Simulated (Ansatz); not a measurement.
Cost and result for the atomization energy of CH6BFO2Si, SMILES `OCB(F)O[SiH3]` (12 atoms, 11 bonds).

Z-matrix (Å, degrees):
```
C
B 1 1.575
O 1 1.417 2 109.0
H 1 1.100 2 108.9 3 -122.4
H 1 1.100 2 108.9 3 122.4
O 2 1.338 1 124.1 3 0.2
F 2 1.332 1 117.7 3 -179.9
H 3 0.959 1 109.8 2 -179.9
Si 6 1.659 2 138.1 1 0.1
H 9 1.484 6 104.8 2 179.8
H 9 1.481 6 111.1 2 -62.6
H 9 1.481 6 111.1 2 62.3
```

The species carries charge 0 and has multiplicity 1. The geometry is a stationary point of PBE0-D4/def2-TZVP. It is one conformer, not always the lowest. Program: Ansatz. All runs use 4 threads of an Arm Neoverse V1 on a shared host. Times are those of one run each, without the atoms' runs, and a repeat can differ threefold. Electronic energies, without spin–orbit coupling; frozen cores. CCSD(T)/CBS adds CCSD(T) − MP2 in def2-TZVPP to the MP2 limit, and its time is that of the two runs behind it. T1 = 0.012. B3LYP takes the VWN-RPA correlation (the form of Gaussian; ORCA's B3LYP/G).

CCSD(T)/CBS is a level of theory with its own doubt, some kJ/mol a heavy atom from the limit and from the frozen cores, so smaller differences don't rank the functionals.

```
                             level  functions  wall time
   PBE-D4/def2-TZVPP (with forces)        281        3 s
                PBE0-D4/def2-TZVPP        281      3.5 s
r2SCAN-D4/def2-TZVPP (with forces)        281        6 s
 B3LYP-D4/def2-TZVPP (with forces)        281        6 s
                 B2PLYP/def2-TZVPP        281        7 s
                ωB97X-V/def2-TZVPP        281      9.5 s
  ωB97M-V/def2-TZVPP (with forces)        281       14 s
                    MP2/def2-QZVPP        535       30 s
                CCSD(T)/def2-TZVPP        281      6 min
                 CCSD(T)/CBS(def2)          –    6.5 min
```

(1) What atomization energy does each give, and how far from CCSD(T)/CBS? (Estimate.)

Results:

(1) The calculation gave: 
```
                             level  atomization (kJ/mol)  difference from CCSD(T)/CBS  per bond
   PBE-D4/def2-TZVPP (with forces)                4791.7                         61.8       5.6
                PBE0-D4/def2-TZVPP                4702.2                        -27.7      -2.5
r2SCAN-D4/def2-TZVPP (with forces)                4741.0                         11.1       1.0
 B3LYP-D4/def2-TZVPP (with forces)                4718.8                        -11.1      -1.0
                 B2PLYP/def2-TZVPP                4681.6                        -48.3      -4.4
                ωB97X-V/def2-TZVPP                4737.9                          8.0       0.7
  ωB97M-V/def2-TZVPP (with forces)                4744.6                         14.7       1.3
                    MP2/def2-QZVPP                4791.9                         62.0       5.6
                CCSD(T)/def2-TZVPP                4607.9                       -122.0     -11.1
                 CCSD(T)/CBS(def2)                4729.9                          0.0       0.0
```

The D4 term adds +37.9 kJ/mol with B3LYP and +20.0 kJ/mol with PBE0; it sums over pairs of atoms, weighted by their polarisabilities, and B3LYP, whose exchange is more repulsive, gets the larger term. From PBE to PBE0 (25 % exact exchange), in def2-TZVPP and without D4, the atomization energy moves by −85.9 kJ/mol: exact exchange takes away binding that semilocal exchange gives to molecules. In def2-TZVPP, CCSD(T) changes the Hartree–Fock value by +1101.3 kJ/mol (the triples alone add +63.7 kJ/mol) and MP2 by +1212.5 kJ/mol; breaking electron pairs costs correlation energy, which Hartree–Fock lacks.
